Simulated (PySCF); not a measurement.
H₇Si₃, SMILES [SiH2]([SiH3])[SiH2], multiplicity 2.

Geometry optimised at ωB97X-D3(BJ)/def2-SVP. The isomer is the one that the SMILES or the coordinates give; other isomers of the formula were not compared.

Method: TDA-LC-ωPBE/def2-SVPD run with PySCF 2.14.0.

Vertical excitations. The molecule is in vacuum.

Problem. List the lowest excited states. (The exact figures need the calculation; the answer reports its results.)

Solution. 
| state | energy (eV) | λ (nm) | f | main pairs |
|---|---|---|---|---|
| root 1 | 4.23 | 293 | 0.004 | β HOMO→LUMO 70 %, β HOMO−1→LUMO 21 % |
| root 2 | 4.98 | 249 | 0.007 | α HOMO→LUMO 63 %, α HOMO→LUMO+4 18 % |
| root 3 | 5.43 | 228 | 0.001 | β HOMO−3→LUMO 35 %, β HOMO−1→LUMO 32 %, β HOMO−4→LUMO 8 %, β HOMO→LUMO 8 % |
| root 4 | 5.57 | 222 | 0.004 | α HOMO→LUMO+1 25 %, α HOMO→LUMO+2 22 %, α HOMO→LUMO+4 17 %, α HOMO→LUMO 16 % |
| root 5 | 5.60 | 221 | 0.080 | α HOMO→LUMO+1 31 %, α HOMO→LUMO+5 19 %, α HOMO→LUMO+2 16 %, α HOMO→LUMO+8 10 % |
| root 6 | 6.12 | 203 | 0.002 | α HOMO→LUMO+3 9 %, β HOMO−1→LUMO 24 %, β HOMO−3→LUMO 14 %, β HOMO−4→LUMO 11 %, β HOMO→LUMO 10 % |
| root 7 | 6.18 | 201 | 0.009 | α HOMO−1→LUMO 24 %, α HOMO→LUMO+3 5 %, β HOMO→LUMO+1 28 % |
| root 8 | 6.21 | 200 | 0.094 | α HOMO→LUMO+3 36 %, α HOMO→LUMO+2 17 %, α HOMO→LUMO+5 8 %, α HOMO−1→LUMO 7 % |
| root 9 | 6.47 | 192 | 0.041 | α HOMO→LUMO+7 28 %, α HOMO→LUMO+5 28 %, α HOMO→LUMO+3 11 %, α HOMO→LUMO+4 11 % |
| root 10 | 6.52 | 190 | 0.024 | α HOMO→LUMO+6 36 %, α HOMO→LUMO+4 13 %, α HOMO→LUMO+2 10 %, α HOMO→LUMO+11 6 % |
Unrestricted roots are not spin-pure.
